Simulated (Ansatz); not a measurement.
`[NH2][Hf]([F])([Cl])[Br]` + HCl → `[NH2][Hf]([F])([Cl])[Cl]` + HBr at 500 K and 1 bar (ligand exchange at the Hf–Br bond).

Calculated with Ansatz (gas phase, PBE0-D4/def2-TZVP geometries, no zero-point term in ΔE). CBS: MP2 limit from def2 TZ/QZ plus the TZ coupled-cluster correction, frozen cores. This one scheme is used for every species. Elements past krypton have def2 core potentials. For Br, Hf outer-core shells are correlated without core-valence functions, which leaves a few kJ/mol of doubt a bond. Scalar relativity is left out up to krypton. One conformer a species, not always the lowest.

| species | CCSD(T)/CBS energy (Eh) | H − E (kJ/mol) | S (J/(mol·K)) |
| --- | --- | --- | --- |
| `[NH2][Hf]([F])([Cl])[Br]` | -3236.98040 | 123.7 | 465.9 |
| HCl | -460.38127 | 32.5 | 201.9 |
| `[NH2][Hf]([F])([Cl])[Cl]` | -1123.44141 | 123.9 | 454.8 |
| HBr | -2573.91920 | 30.5 | 213.7 |

H − E and S are ideal-gas, rigid-rotor, harmonic terms from PBE0-D4/def2-TZVP, for one conformer and one mirror image of each species. 1 Eh = 2625.50 kJ/mol, R = 8.31446 J/(mol·K).

Problem. By hand: ΔE, ΔH, ΔS and ΔG.

Solution. ΔE = (-1123.44141) + (-2573.91920) − (-3236.98040) − (-460.38127) = 0.00106 Eh = 2.8 kJ/mol. Δ(H − E) = 123.9 + 30.5 − 123.7 − 32.5 = -1.8, so ΔH = 1.0 kJ/mol. ΔS = 454.8 + 213.7 − 465.9 − 201.9 = 0.7 J/(mol·K). ΔG = 1.0 − 500 × (0.7)/1000 = 0.7 kJ/mol.

Problem. By hand: the equilibrium constant, and the temperature at which ΔG would vanish if ΔH and ΔS stayed fixed.

Solution. log₁₀ K = −ΔG/(RT ln 10) = -0.1. ΔG = 0 at ΔH/ΔS = 1429 K, though so small a ΔH makes that figure unsure.

TΔS isn't small against ΔH here. The sign of ΔG lies within the doubt. A doubt of 5 kJ/mol in ΔE shifts log₁₀ K by 0.5 here. Other conformers and mirror images would add mixing entropy, several J/(mol·K) or more a flexible species. These are equilibria of isolated gas molecules and say nothing of rates. Largest T1 diagnostic: 0.014 (customary marks: 0.02 for closed shells, 0.045 for open ones).
